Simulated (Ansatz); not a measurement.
Program: Ansatz. Geometries: PBE0-D4/def2-TZVP. ΔE: electronic, gas phase. CCSD(T)/CBS adds triple-zeta CCSD(T) − MP2 to the extrapolated MP2 energy (def2 sets, frozen cores). Functionals use def2-TZVPP. B3LYP here is the variant with VWN-RPA as its local correlation; programs differ in this. Elements past krypton have def2 core potentials. For Br, In outer-core shells are correlated without core-valence functions, which leaves a few kJ/mol of doubt a bond. Scalar relativity is left out up to krypton. Each species was taken in one conformer, which may not be the lowest.

`[SiH3][O][InH][Br]` + `CCB(O)Br` → `[Br][InH][Br]` + `CCB(O)O[SiH3]`  (redistribution)

| level | ΔE (kcal/mol) |
| --- | --- |
| B3LYP-D4 | -34.8 |
| r2SCAN | -33.8 |
| HF/def2-TZVPP | -40.1 |
| MP2/def2-QZVPP | -31.1 |

(1) What does CCSD(T)/CBS give? (Best estimate.)

Largest T1 diagnostic among the species: 0.013.

Answers

(1) Ansatz gave: -32.2 kcal/mol. The listed levels differ from it by -2.6, -1.6, -7.9, 1.1 kcal/mol.

In def2-TZVPP, CCSD(T) changes the Hartree–Fock value by +7.7 kcal/mol (the triples alone add +1.2 kcal/mol) and MP2 by +8.9 kcal/mol. From PBE to PBE0 (25 % exact exchange), in def2-TZVPP and without D4, ΔE moves by −2.3 kcal/mol.
